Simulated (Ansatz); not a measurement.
Gas-phase electronic energies from Ansatz, PBE0-D4/def2-TZVP geometries. CCSD(T)/CBS is the MP2 limit (def2-TZVPP, def2-QZVPP) plus CCSD(T) − MP2 in def2-TZVPP, frozen cores. Functionals use def2-TZVPP. B3LYP here is the variant with VWN-RPA as its local correlation; programs differ in this. def2 core potentials past Kr. For Mo outer-core shells are correlated without core-valence functions, which leaves a few kJ/mol of doubt a bond. Each species was taken in one conformer, which may not be the lowest.

`C[SiH2][SiH](O)Cl` + `[O]=[Mo]([OH])([OH])([Cl])[Cl]` → `C[SiH2][SiH](Cl)Cl` + `[O]=[Mo]([OH])([OH])([OH])[Cl]`  (redistribution)

```csv
level,ΔE (kJ/mol),difference from CCSD(T)/CBS
PBE-D4,19.4,-8.3
r2SCAN-D4,22.2,-5.5
PBE0-D4,21.0,-6.7
B3LYP-D4,24.6,-3.1
ωB97X-V,17.9,-9.8
ωB97M-V,19.9,-7.8
B2PLYP,30.7,3.0
PBE,19.8,-7.9
r2SCAN,22.3,-5.4
PBE0,21.4,-6.3
B3LYP,25.4,-2.3
HF/def2-TZVPP,24.3,-3.4
MP2/def2-TZVPP,39.7,12.0
SCS-MP2/def2-TZVPP,36.8,9.1
CCSD/def2-TZVPP,26.2,-1.5
CCSD(T)/def2-TZVPP,28.2,0.5
HF/def2-QZVPP,26.4,-1.3
MP2/def2-QZVPP,40.2,12.5
SCS-MP2/def2-QZVPP,37.2,9.5
HF/CBS(def2),26.7,-1.0
MP2/CBS(def2),39.2,11.5
CCSD/CBS(def2),25.7,-2.0
CCSD(T)/CBS,27.7,0
```

Largest T1 diagnostic among the species: 0.024, so the coupled-cluster value is less sure than usual.

In def2-TZVPP, CCSD(T) changes the Hartree–Fock value by +3.9 kJ/mol (the triples alone add +2.0 kJ/mol) and MP2 by +15.4 kJ/mol.
